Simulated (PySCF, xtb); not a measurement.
Sn(H)(OH)(NH2)2 (H6N2OSn), SMILES [NH2][SnH]([NH2])[OH]. One conformer was computed; it need not be the lowest.

Harmonic wavenumbers (cm⁻¹) from GFN2-xTB (xtb 6.7.1) at its own minimum, in rising order: 114, 121, 144, 154, 166, 209, 428, 481, 495, 501, 533, 701, 711, 756, 794, 809, 1481, 1493, 1653, 3394, 3403, 3424, 3436, 3663.

Problem. What does PBE-D3(BJ)/def2-SVP run with PySCF give at its own minimum? (The exact figures need the calculation; the answer reports its results.)

Solution. 115, 138, 144, 169, 195, 266, 495, 521, 531, 554, 583, 631, 639, 815, 844, 861, 1486, 1488, 1848, 3407, 3411, 3507, 3510, 3706. Paired by order, the mean absolute difference is 46 cm⁻¹ and the zero-point energies are 41.5 and 42.7 kcal/mol.
